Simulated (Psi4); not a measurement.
CH₆ClNSi, singlet, geometry from GFN2-xTB. Base run: Psi4 with CCSD(T)/cc-pVDZ.

Here is a job for Psi4.
```
memory 2 GB

molecule mol {
0 1
  Si   -0.205288   -0.062199    0.510827
  C     1.312074   -1.087427    0.993330
  N    -1.352620   -1.139226   -0.183274
  Cl    0.236376    1.251754   -0.961794
  H    -0.680110    0.736198    1.647363
  H     1.071898   -1.796243    1.779520
  H     1.695619   -1.650019    0.146824
  H     2.114700   -0.454059    1.358857
  H    -1.629717   -1.968610    0.313647
  H    -2.120857   -0.777160   -0.724349
}

set basis cc-pvdz
set reference rhf
set freeze_core true

energy('ccsd(t)')
print_variables()
```

Variants of this job, named by their change:

| change | ΔE vs base (kcal/mol) | MP2 correlation (Eh) | basis functions | core-seconds (rough) |
|---|---|---|---|---|
| base | 0.000 | -0.54984 | 94 | 40 |
| method = qcisd(t) | -0.166 | -0.54984 | 94 | 30 |
| method = dlpno-mp2 | 40.93 | -0.54960 | 94 | 3 |
| method = mp4 | 1.00 | -0.54984 | 94 | 20 |
| method = mp3 | 12.51 | -0.54969 | 94 | 3 |
| method = fno-ccsd(t) | 0.000 | -0.54984 | 94 | 30 |
| method = mp2 | 40.87 | -0.54969 | 94 | 2 |
| method = ccsd | 9.06 | -0.54984 | 94 | 30 |
